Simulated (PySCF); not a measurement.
Species: C2H14OSi4.
Cartesian coordinates in Å at the PBE0-D3(BJ)/def2-SVP level; atoms count from 1:
```xyz
21
C2H14OSi4 angstrom
C     -2.1874    1.4928    0.1242
O     -1.1515    0.5902   -0.1306
C     -1.3930   -0.7112    0.3422
Si     0.1869   -1.6873   -0.0984
Si     0.5602   -1.3057   -2.3797
Si     1.9379   -0.7021    1.1054
Si     1.5610    1.6138    1.1505
H     -2.3756    1.6014    1.2098
H     -3.1299    1.1761   -0.3621
H     -1.8892    2.4695   -0.2814
H     -2.2830   -1.1603   -0.1445
H     -1.5872   -0.7166    1.4349
H      0.0006   -3.1424    0.2043
H     -0.7211   -1.4162   -3.1455
H      1.5287   -2.3067   -2.9279
H      1.1312    0.0600   -2.5831
H      3.2523   -0.9952    0.4485
H      1.9988   -1.2212    2.5106
H      2.7309    2.2888    1.8001
H      1.4078    2.1681   -0.2267
H      0.3495    1.9236    1.9694
```

Computed with PySCF at PBE0/pcSseg-1, non-relativistic, on one gas-phase PBE0-D3(BJ)/def2-SVP geometry that isn't relaxed in the solvent. The solvent is an IEF-PCM continuum (van der Waals radii × 1.2). The model holds no explicit solvent molecules, cavitation or dispersion.

Gas phase at PBE0/pcSseg-1: HOMO -7.58 eV, LUMO -0.27 eV, dipole 2.12 D.

Task: What does the continuum do to the energy, the frontier levels and the dipole at PBE0/pcSseg-1 in chloroform and methanol?

Result: 
| solvent | ε | E(solvent) − E(gas) (kJ/mol) | polarisation term (kJ/mol) | distortion of the solute (kJ/mol) | HOMO (eV) | LUMO (eV) | dipole (D) |
| --- | --- | --- | --- | --- | --- | --- | --- |
| chloroform | 4.711 | -5.29 | -5.87 | 0.58 | -7.46 | -0.17 | 2.57 |
| methanol | 32.61 | -7.54 | -8.81 | 1.27 | -7.44 | -0.15 | 2.78 |

The polarisation term is half the interaction of the solute with the surface charges that it induces; the rest is the cost of distorting the solute's density. The sum is the electrostatic part of solvation alone. From chloroform to methanol the lowering changes by a factor 1.43, Onsager's factor (ε − 1)/(2ε + 1) by 1.34 and ε itself by 6.9.

Task: Which radius a makes the point-dipole formula ΔE = −[(ε − 1)/(2ε + 1)]·μ²/a³ give the value in methanol, with the gas-phase dipole?

Result: μ = 0.835 au and |ΔE| = 0.00287 Eh give a = 2.58 Å; the farthest nucleus lies 4.03 Å from the centroid of the nuclei, so such a sphere wouldn't even hold the nuclei. The formula assumes a rigid point dipole at the centre of a sphere.

Task: Give the dipole vector in the frame of the coordinates (D, pointing from negative to positive charge), gas and methanol.

Result: Gas (-2.04, -0.05, 0.59), solvent (-2.60, -0.32, 0.93). Its length changes by +31 % and its direction by 6°.

Task: Which Hirshfeld charges (PBE0/pcSseg-1) respond most in chloroform (means over atoms taken as equivalent)?

Result: 
```json
{"atoms": "O2", "environment": "ether oxygen", "gas (e)": "-0.112", "solvent (e)": "-0.118", "change": "-0.006"}
{"atoms": "H12", "environment": "methylene hydrogen", "gas (e)": "+0.032", "solvent (e)": "+0.037", "change": "+0.005"}
{"atoms": "H11", "environment": "methylene hydrogen", "gas (e)": "+0.033", "solvent (e)": "+0.038", "change": "+0.005"}
{"atoms": "Si4", "environment": "SiH silicon", "gas (e)": "+0.176", "solvent (e)": "+0.179", "change": "+0.003"}
{"atoms": "Si5", "environment": "SiH3 silicon", "gas (e)": "+0.201", "solvent (e)": "+0.199", "change": "-0.002"}
{"atoms": "H8/H9/H10", "environment": "methyl hydrogen", "gas (e)": "+0.042", "solvent (e)": "+0.044", "change": "+0.002"}
{"atoms": "H14/H15/H16", "environment": "Si–H hydrogen", "gas (e)": "-0.074", "solvent (e)": "-0.076", "change": "-0.002"}
{"atoms": "C3", "environment": "sp3 carbon bound to oxygen", "gas (e)": "-0.085", "solvent (e)": "-0.083", "change": "+0.002"}
{"atoms": "H17", "environment": "Si–H hydrogen", "gas (e)": "-0.073", "solvent (e)": "-0.074", "change": "-0.001"}
{"atoms": "H19/H20/H21", "environment": "Si–H hydrogen", "gas (e)": "-0.076", "solvent (e)": "-0.078", "change": "-0.002"}
{"atoms": "Si7", "environment": "SiH3 silicon", "gas (e)": "+0.199", "solvent (e)": "+0.198", "change": "-0.001"}
{"atoms": "H13", "environment": "Si–H hydrogen", "gas (e)": "-0.074", "solvent (e)": "-0.074", "change": "0.000"}
```

Task: How do the nuclear quadrupole coupling constants eQVzz/h respond in chloroform?

Result: 
```csv
nucleus,Q (barn),gas (MHz),solvent (MHz),η gas,η solvent
17O at O2,-0.0256,-12.05,-11.98,0.98,0.98
```
